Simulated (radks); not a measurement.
Results of a calculation; reference values are marked as such.
Coulomb parameter of the 5d shell of the osmium ion Os3+ in the model configuration [Xe] 4f14 5d3 6p2, as a second difference U = [E(n + 0.5) + E(n - 0.5) - 2 E(n)] / (0.5)^2 with all orbitals relaxed. "Bare": the charge of the atom changes with n. "Screened": the 6p shell takes up the change at fixed total charge, which measures U(5d,5d) + U(6p,6p) - 2 U(5d,6p). Code: a radial shooting solver on a logarithmic mesh with Libxc functionals. Model: scalar-relativistic Kohn-Sham, PBE, spin-unpolarised, spherical densities, point nucleus.

case	configuration	E - E(n) (eV)
start	[Xe] 4f14 5d3 6p2	0.000
bare +0.5	[Xe] 4f14 5d3.5 6p2	-19.737
bare -0.5	[Xe] 4f14 5d2.5 6p2	22.991
screened +0.5	[Xe] 4f14 5d3.5 6p1.5	-8.246
screened -0.5	[Xe] 4f14 5d2.5 6p2.5	8.774

U(bare) = 13.017 eV, U(screened by 6p) = 2.110 eV, against the Slater integral F0(5d,5d) = 16.139 eV with frozen orbitals.
